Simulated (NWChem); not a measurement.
Molecule: AlHBrCl; SMILES [Cl][AlH][Br]

This build's default masses of Se (78.918 u) and Br (79.917 u) are each other's, which moves their modes by up to 0.6 %.

Q: Give the equilibrium geometry at PBE0/def2-SVP (NWChem) as a Z-matrix, with the point group.

A: point group Cs; any orientation.
```
Al
H 1 1.5677
Cl 1 2.0941 2 120.51
Br 1 2.2432 2 121.09 3 180.00
```
